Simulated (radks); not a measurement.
Task: Coherent X-ray form factor from a spherical all-electron density. All-electron calculation, scalar-relativistic Kohn-Sham, r2SCAN, spin-polarised, spherical densities, finite nucleus; meta-GGA in the generalised Kohn-Sham scheme; Fermi nuclear charge, rms radius of each element as measured or else 0.836 A^(1/3) + 0.57 fm. Program: a radial shooting solver on a logarithmic mesh with Libxc functionals.

sin(theta)/lambda (1/angstrom)  f0 (electrons)
0.05                                    56.924
0.1                                     54.279
0.15                                    51.003
0.2                                     47.597
0.25                                    44.285
0.3                                     41.215
0.4                                     36.010
0.5                                     31.845
0.6                                     28.355
0.8                                     22.868
1                                       19.168
1.25                                    16.219
1.5                                     14.011
2                                       10.136

The species is in the configuration that NIST lists as its ground one. Which atom or ion scatters so?

Result: The praseodymium ion Pr+, [Xe] 4f3 6s1. Extrapolating in s^2 from the first two rows gives f0(0) = 57.8, near the electron count 58; among species with that count, the fall with angle is slower the higher Z, and the table is that of Z = 59; from so few rows the species is fixed only to a neighbour or two.
